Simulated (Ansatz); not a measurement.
Stepwise reaction of `[CH3][Ge]([CH3])([OH])[F]` with hydrogen chloride, as a gas-phase model of exchange steps in deposition or etching. ΔE in kJ/mol; ΔG adds harmonic PBE0-D4 terms to CCSD(T)/CBS, at 1 bar.

Isolated molecules relaxed with PBE0-D4/def2-TZVP in Ansatz; ΔE leaves out vibrations. CCSD(T)/CBS adds triple-zeta CCSD(T) − MP2 to the extrapolated MP2 energy (def2 sets, frozen cores). This one scheme is used for every species. Functionals use def2-TZVPP. B3LYP here is the variant with VWN-RPA as its local correlation; programs differ in this. For Ge outer-core shells are correlated without core-valence functions, which leaves a few kJ/mol of doubt a bond. Scalar relativity is left out up to krypton. One conformer a species, not always the lowest.

```json
{"step": "2", "reaction": "`[CH3][Ge]([OH])([F])[Cl]` + HCl → `[OH][Ge]([F])([Cl])[Cl]` + CH₄", "PBE-D4": "-59.0", "B3LYP-D4": "-61.4", "ωB97M-V": "-59.3", "CCSD(T)/CBS": "-53.8", "ΔG(400 K)": "-45.0"}
```

(1) Give the row of step 1, `[CH3][Ge]([CH3])([OH])[F]` + HCl → `[CH3][Ge]([OH])([F])[Cl]` + CH₄. (Estimate.)

(2) By hand: ΔE of the 2 steps together at CCSD(T)/CBS.

Answers

(1) The calculation gave: 
| step | reaction | PBE-D4 | B3LYP-D4 | ωB97M-V | CCSD(T)/CBS | ΔG(400 K) |
| --- | --- | --- | --- | --- | --- | --- |
| 1 | `[CH3][Ge]([CH3])([OH])[F]` + HCl → `[CH3][Ge]([OH])([F])[Cl]` + CH₄ | -94.1 | -97.5 | -94.3 | -88.6 | -77.4 |

(2) (-88.6) + (-53.8) = -142.4 kJ/mol, or -71.2 kJ/mol a step.

In ΔE each step is higher than the one before. All are downhill at CCSD(T)/CBS. ΔG lies between -77.4 and -45.0 kJ/mol a step. PBE-D4 differs from CCSD(T)/CBS by -5.5 to -5.2 kJ/mol a step. Isolated molecules leave out the surface, adducts and barriers. Largest T1 diagnostic: 0.011.
